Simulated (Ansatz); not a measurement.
Molecule: prop-2-enylsilane, C$_{3}$H$_{8}$Si, net charge 0, singlet state. SMILES: C(=C)C[SiH3]
Structure (B3LYP-D3(BJ)/def2-TZVP (Ansatz, an electronic-structure program) minimum search):
```
C
H 1 1.0931
H 1 1.0945 2 107.33
C 1 1.4949 2 110.89 3 -121.08
C 4 1.3283 1 125.48 2 -15.51
H 5 1.0820 4 121.50 1 -178.08
H 5 1.0843 6 116.91 4 179.94
H 4 1.0870 5 118.74 6 -0.32
Si 1 1.8918 2 108.30 3 116.01
H 9 1.4812 1 109.91 2 57.64
H 9 1.4830 10 108.83 1 -120.46
H 9 1.4840 10 109.10 11 -118.46
```
Charge 0, spin multiplicity 1.

Cost and difference of B3LYP with Ansatz in habitual basis sets for the atomisation energy (kcal/mol). Conventions: six Cartesian d functions in 6-31G* and its kin unless marked 5d; dispersion terms only where a functional's name holds one; non-relativistic; UHF or UKS for open shells; atomisation electronic, to ground-state atoms; 6-311+G** with 5d, 6d on Na to Ar in Ansatz; LANL2DZ with its own core potentials from Na on; no spin-orbit coupling; frozen cores in correlated levels. CBS(X,Y): correlation extrapolated as X^-3; Hartree-Fock from the larger set. Ab initio and DFT rows: single points at B3LYP-D3(BJ) geometries (Ansatz). Costs are core time of energy and forces over that of the cheapest set, on one shared machine, to one figure and rough; under a factor of 2 they don't order.

Coupled cluster (Ansatz) is a level with limits of its own, used here on species with T1 under 0.025 (0.045 for open shells) and stable references: CCSD(T)/CBS(aug-cc-pV(T+d)Z,aug-cc-pV(Q+d)Z).

Value to compare with: 1068.4 kcal/mol.

```json
[
 {"level": "B3LYP/STO-3G", "relative cost": "1×", "atomisation energy (kcal/mol)": "1311.2", "difference": "242.8"},
 {"level": "B3LYP/3-21G", "relative cost": "1×", "atomisation energy (kcal/mol)": "1039.1", "difference": "-29.3"},
 {"level": "B3LYP/LANL2DZ", "relative cost": "1×", "atomisation energy (kcal/mol)": "1034.4", "difference": "-34.0"},
 {"level": "B3LYP/6-31G", "relative cost": "2×", "atomisation energy (kcal/mol)": "1027.7", "difference": "-40.7"},
 {"level": "B3LYP/6-31G*", "relative cost": "2×", "atomisation energy (kcal/mol)": "1058.5", "difference": "-9.9"},
 {"level": "B3LYP/def2-SVP", "relative cost": "3×", "atomisation energy (kcal/mol)": "1064.5", "difference": "-3.9"},
 {"level": "B3LYP/6-31G**", "relative cost": "3×", "atomisation energy (kcal/mol)": "1065.5", "difference": "-2.9"},
 {"level": "B3LYP/cc-pVDZ", "relative cost": "3×", "atomisation energy (kcal/mol)": "1043.6", "difference": "-24.8"},
 {"level": "B3LYP/6-31+G*", "relative cost": "3×", "atomisation energy (kcal/mol)": "1052.8", "difference": "-15.6"},
 {"level": "B3LYP/6-311+G**", "relative cost": "4×", "atomisation energy (kcal/mol)": "1055.0", "difference": "-13.4"}
]
```

The dearest set gives -13.4 kcal/mol. A small set can land close by cancelling terms.
